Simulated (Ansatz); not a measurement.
`Cl[SiH2]I` → Cl• + 2 H• + I• + Si•  (atomization)

Isolated molecules relaxed with PBE0-D4/def2-TZVP in Ansatz; ΔE leaves out vibrations. CCSD(T)/CBS is the MP2 limit (def2-TZVPP, def2-QZVPP) plus CCSD(T) − MP2 in def2-TZVPP, frozen cores. This one scheme is used for every species, atoms too. Functionals use def2-TZVPP. No spin–orbit coupling; open shells (•) take unrestricted orbitals. Spin–orbit coupling would lower the free atoms: a little for Cl, Si; strongly for I. Elements past krypton have def2 core potentials. For I outer-core shells are correlated without core-valence functions, so the limit isn't a true one: a few kJ/mol of doubt a bond, and 10 to 20 or more in all where bonds break to atoms.

| species | CAM-B3LYP-D4 energy (Eh) |
| --- | --- |
| `Cl[SiH2]I` | -1048.73825 |
| Cl• | -460.16616 |
| H• | -0.49881 |
| I• | -297.68728 |
| Si• | -289.37690 |

**Question.** Work out ΔE.

**Answer.** ΔE = 2 × (-0.49881) + (-460.16616) + (-297.68728) + (-289.37690) − (-1048.73825) = 0.51029 Eh = +1339.8 kJ/mol. CCSD(T)/CBS gives +1374.0 kJ/mol.

Largest T1 diagnostic among the species: 0.012.

From r2SCAN to r2SCAN0 (25 % exact exchange), in def2-TZVPP and without D4, ΔE moves by −14.6 kJ/mol: exact exchange takes away binding that semilocal exchange gives to molecules. At CCSD(T), def2-SVP lies −142.3 kJ/mol from the extrapolated value and def2-TZVPP −55.5 kJ/mol: correlation converges slowly with the basis, and small sets miss more of it in the bonded molecule than in its fragments.

For atomizations the MP2-based limit and the directly extrapolated one differ by several kJ/mol either way, and by 10 to 25 for some Ge, Se and Sn compounds, so smaller differences from it don't rank the levels.
